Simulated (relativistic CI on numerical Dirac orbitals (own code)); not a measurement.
## Energy levels of Nd27+

Calculated at this level of theory: Dirac-Coulomb-Breit CI, orbitals from a KLI potential per configuration, QED by a radiative potential, unscaled Slater integrals (own radial code, finite nucleus).

CI space (outside the closed core [Ar] 3d10): 4s²4p³, 4s4p⁴, 4s²4p²4d, 4p⁵, 4s4p³4d, 4s²4p²4f, 4s4p³4f, 4p⁴4d, 4s4p²4d², 4s²4p4d4f, 4p⁴4f, 4s²4p²5s, 4p³4d4f, 4p⁴5s, 4s²4p²5p, 4s4p²4f², 4s4p²4d5s, 4s4p³5s, 4s²4p4f5s, 4s²4p²5d, 4s4p³5p, 4s²4p²5f, 4s²4p²5g, 4s4p³5d, 4p³4f5s, 4s²4p²6s, 4s4p³5f, 4s²4p4d², 4s²4d³, 4s4p4d³, 4s²4d²4f, 4s4p4d²4f, 4s²4d²5s, 4p³4d², 4p²4d³, 4p²4d²4f, 4p²4d²5s, 4s²4p4f², 4s²4d4f², 4s4p4d4f², 4s²4f³, 4s4p4f³, 4s²4f²5s, 4p³4f², 4p²4d4f², 4p²4f³, 4p²4f²5s, 4s4p²4d4f, 4s4p4d4f5s, 4s²4p4d5s, 4s4p4d²5s, 4s²4d4f5s, 4s²4d5s², 4p³4d5s, 4p²4d4f5s, 4p²4d5s², 4s4p²4f5s, 4s4p4f²5s, 4s4p4f5s², 4s²4p5s², 4s4p4d5s², 4s²4f5s². Double excitations out of closed p, d and f shells are left out; levels of such configurations are missing from the list, as are those of other unlisted configurations, and high levels can miss mixing partners. These lack a partner that the ground configuration has and come out too high: 4s²4p²5p, 4s²4p²5d, 4s4p³5p, 4s²4p²5f, 4s²4p²5g.

The lowest level is 4s²4p³ ²P°3/2, with 41 % of that term; Hund's rules for 4s²4p³ give ⁴S° with J = 3/2, of which the calculation keeps J, while another term leads.

```
No.  Configuration  Term    J  E (cm⁻¹)   %  Landé g    jj configuration (%)
  1         4s²4p³   ²P°  3/2         0  41    1.431              4p3/2 (97)
  2         4s²4p³   ⁴S°  3/2    207977  50    1.419      4p1/2 4p3/2^2 (97)
  3         4s²4p³   ²D°  5/2    240356  98    1.198      4p1/2 4p3/2^2 (98)
  4         4s²4p³   ²P°  1/2    281283  98    0.662      4p1/2 4p3/2^2 (98)
  5         4s²4p³   ²P°  3/2    493490  55    1.278            4p3/2^3 (97)
  6          4s4p⁴    ⁴P  5/2    714294  74    1.517         4s 4p3/2^2 (89)
  7          4s4p⁴    ²D  3/2    789885  25    1.180         4s 4p3/2^2 (60)
  8          4s4p⁴    ⁴P  1/2    807177  45    2.282         4s 4p3/2^2 (84)
  9       4s²4p²4d    ⁴F  3/2    874093  38    0.877      4p1/2^2 4d3/2 (68)
 10       4s²4p²4d    ⁴F  5/2    937108  30    1.182      4p1/2^2 4d5/2 (83)
 11          4s4p⁴    ⁴P  3/2    952438  47    1.352   4s 4p1/2 4p3/2^3 (75)
 12          4s4p⁴    ²D  5/2    990780  63    1.271   4s 4p1/2 4p3/2^3 (77)
 13       4s²4p²4d    ⁴D  1/2   1027540  27    0.987  4p1/2 4p3/2 4d3/2 (47)
 14       4s²4p²4d    ²P  3/2   1029179  31    1.044  4p1/2 4p3/2 4d3/2 (58)
 15       4s²4p²4d    ²F  5/2   1058150  55    0.943  4p1/2 4p3/2 4d3/2 (88)
 16       4s²4p²4d    ⁴F  7/2   1082736  37    1.095  4p1/2 4p3/2 4d3/2 (85)
 17       4s²4p²4d    ⁴D  1/2   1087862  58    0.627  4p1/2 4p3/2 4d3/2 (53)
 18       4s²4p²4d    ⁴D  7/2   1103873  48    1.311  4p1/2 4p3/2 4d5/2 (96)
 19       4s²4p²4d    ⁴D  3/2   1111747  34    1.087   4s 4p1/2 4p3/2^3 (38)
 20       4s²4p²4d    ²G  9/2   1137364  50    1.219  4p1/2 4p3/2 4d5/2 (96)
 21       4s²4p²4d    ⁴P  5/2   1153723  28    1.224  4p1/2 4p3/2 4d5/2 (67)
 22       4s²4p²4d    ²P  3/2   1165290  32    1.149  4p1/2 4p3/2 4d5/2 (44)
 23       4s²4p²4d    ⁴D  5/2   1192917  31    1.296  4p1/2 4p3/2 4d3/2 (45)
 24       4s²4p²4d    ⁴P  1/2   1197770  41    2.012  4p1/2 4p3/2 4d3/2 (81)
 25       4s²4p²4d    ²P  3/2   1204340  42    1.479  4p1/2 4p3/2 4d3/2 (44)
 26       4s²4p²4d    ²G  7/2   1207183  46    1.064  4p1/2 4p3/2 4d5/2 (71)
 27       4s²4p²4d    ²D  3/2   1242704  72    0.857  4p1/2 4p3/2 4d5/2 (71)
 28       4s²4p²4d    ²D  5/2   1249300  54    1.134  4p1/2 4p3/2 4d5/2 (65)
 29       4s²4p²4d    ²P  1/2   1256643  57    1.211  4p1/2 4p3/2 4d5/2 (36)
 30          4s4p⁴    ²P  1/2   1295635  33    1.262  4p1/2 4p3/2 4d5/2 (41)
 31       4s²4p²4d    ²F  7/2   1353699  48    1.253      4p3/2^2 4d5/2 (97)
 32       4s²4p²4d    ⁴F  9/2   1366011  50    1.222      4p3/2^2 4d5/2 (95)
 33       4s²4p²4d    ²P  1/2   1375370  57    1.125      4p3/2^2 4d3/2 (66)
 34       4s²4p²4d    ²D  3/2   1386735  41    1.146      4p3/2^2 4d3/2 (84)
 35       4s²4p²4d    ²D  5/2   1392341  33    1.208      4p3/2^2 4d3/2 (71)
 36       4s²4p²4d    ²F  7/2   1423087  76    1.108      4p3/2^2 4d3/2 (80)
 37       4s²4p²4d    ²D  5/2   1446834  81    1.205      4p3/2^2 4d5/2 (96)
 38       4s²4p²4d    ²D  3/2   1453286  50    1.021      4p3/2^2 4d3/2 (66)
 39       4s²4p²4d    ²S  1/2   1487287  33    1.813      4p3/2^2 4d5/2 (45)
 40       4s²4p²4d    ²D  3/2   1512324  59    1.050      4p3/2^2 4d5/2 (73)
 41       4s²4p²4d    ²D  5/2   1536052  53    1.115      4p3/2^2 4d5/2 (82)
 42        4s4p³4d   ⁶D°  3/2   1543220  38    1.494     4s 4p3/2 4d3/2 (68)
 43        4s4p³4d   ⁶D°  5/2   1545344  43    1.396     4s 4p3/2 4d3/2 (81)
 44        4s4p³4d   ⁶D°  1/2   1546053  58    2.859     4s 4p3/2 4d3/2 (81)
 45        4s4p³4d   ⁶D°  7/2   1555033  45    1.412     4s 4p3/2 4d3/2 (60)
```

Energies count from the lowest computed level; ° marks odd parity. Filled j subshells are mostly left out of the jj labels.

The mean weight of the leading LS term, summed over parents, in these 45 levels is 49 %, and that of the leading jj configuration (from the same eigenvectors) 73 %, so jj coupling describes them better and the LS labels are nominal.

At this charge energies of transitions that change n are usually good to better than 1 %, and those within a shell (Δn = 0) to a few per cent.

LS names give the leading component of a level, which can be under half, so a name can repeat, a term be missing and a line seem to break the LS rules.
